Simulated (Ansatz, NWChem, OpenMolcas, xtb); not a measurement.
**How methods differ on CsCl (SMILES [Cl][Cs])**

CsCl: 2 atoms, total charge 0, spin state singlet. SMILES: `[Cl][Cs]`. The bond length is the measured one.

```xyz
2

Cl    0.0000    0.0000    0.0000
Cs    0.0000    0.0000    2.9063
```

Each level gives the vertical energy of the triplet above the singlet (eV). The values are calculated.

```json
{"level": "GFN1-xTB", "kind": "semi-empirical", "program": "xtb", "value (eV)": "5.07"}
{"level": "HF/def2-TZVPP (core potential)", "kind": "Hartree–Fock", "program": "NWChem", "value (eV)": "4.00"}
{"level": "BLYP/def2-TZVPP (core potential)", "kind": "GGA", "program": "OpenMolcas", "value (eV)": "4.67"}
{"level": "M06-L/def2-TZVPP (core potential)", "kind": "meta-GGA", "program": "OpenMolcas", "value (eV)": "5.44"}
{"level": "BHLYP/def2-TZVPP (core potential)", "kind": "global hybrid", "program": "NWChem", "value (eV)": "4.71"}
{"level": "CAM-B3LYP/def2-TZVPP (core potential)", "kind": "range-separated hybrid", "program": "Ansatz", "value (eV)": "4.81"}
{"level": "PBE-QIDH/def2-TZVPP (core potential)", "kind": "double hybrid", "program": "Ansatz", "value (eV)": "4.86"}
{"level": "RPA@PBE/def2-TZVPP (core potential)", "kind": "RPA", "program": "Ansatz", "value (eV)": "4.37"}
{"level": "BCCD(T)/def2-TZVPP (core potential)", "kind": "coupled cluster or CI", "program": "Ansatz", "value (eV)": "4.67"}
```

Spin-orbit coupling, which can split open shells on such heavy atoms by tenths of an eV, is left out. The values span 4.00 to 5.44 eV. The xTB rows lack spin polarisation, so open shells miss the exchange term that lowers them.
